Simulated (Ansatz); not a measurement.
Ta₃⁺, relaxed as a quintet with UKS PBE-D4/def2-TZVP in Ansatz, starting from the PBE-D4/def2-TZVP geometry of the charge +1 singlet. Force threshold 0.02 eV/Å.

In the def2 sets Ta takes a core potential; there is no spin–orbit coupling. The relaxation made no stability test and no search for a lower SCF solution. At PBE-D4/def2-TZVP a triplet of charge 1 lies 0.26 eV below the quintet, each at its own geometry. The structure comes from a short search, and lower isomers may exist.

Start:

```xyz
3

Ta    0.7464    0.9274    0.8352
Ta   -1.4500   -0.1055   -0.0299
Ta    0.7036   -0.8219   -0.8052
```

| step | energy (eV) | largest force component (eV/Å) | SCF passes |
| --- | --- | --- | --- |
| 1 | -4645.5680 | 1.908 | 48 |
| 2 | -4645.5850 | 1.430 | 41 |
| 3 | -4645.6520 | 0.311 | 37 |
| 4 | -4645.6546 | 0.016 | 26 |

Force components are those of the run's own axes.

End:

```xyz
3

Ta    0.7272    0.9425    0.8502
Ta   -1.4603   -0.0862   -0.0113
Ta    0.7331   -0.8563   -0.8389
```

By distances, no bond broke or formed. The bond that changes most is Ta1–Ta3, from 2.40 to 2.47 Å (atoms count from 1).

No frequencies were taken in this run, so the end may be a saddle point.

It took 4.6 s on 4 threads of Intel Xeon Platinum 8488C on a shared host.
